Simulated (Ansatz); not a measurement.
Species: C4H6B, net charge 0, doublet state. It need not be the lowest isomer of its formula. SMILES: C#CB([CH2])C
Structure (B3LYP-D3(BJ)/def2-TZVP (Ansatz, a program for electronic structure) minimum search):
```xyz
11

C      2.2803    -0.1283    -0.1524
C      1.0777    -0.0369    -0.0660
B     -0.4384     0.0764     0.0424
C     -1.0307     1.4358     0.4175
C     -1.3310    -1.1877    -0.2305
H      3.3378    -0.2091    -0.2284
H     -2.1000     1.5980     0.5147
H     -0.4225     2.3137     0.6076
H     -2.4012    -1.0026    -0.1274
H     -1.0554    -2.0030     0.4472
H     -1.1440    -1.5768    -1.2372
```
Charge 0, spin multiplicity 2.

Quantity: atomisation energy (electronic, to ground-state atoms), in kcal/mol. Cores are frozen in the correlated levels unless marked. Open shells are spin-unrestricted. Spin-orbit coupling is left out. No relativistic terms. The coupled-cluster limit lacks core correlation, which all-electron functionals hold. CBS marks a two-point X^-3 extrapolation of the correlation energy; Hartree-Fock from the larger set.

```csv
level,program,atomisation energy (kcal/mol)
HF/cc-pVTZ,Ansatz,840.2
```

**Question.** What does CCSD(T)/CBS(cc-pVTZ,cc-pVQZ) (Ansatz) give?

**Answer.** 1094.1 kcal/mol
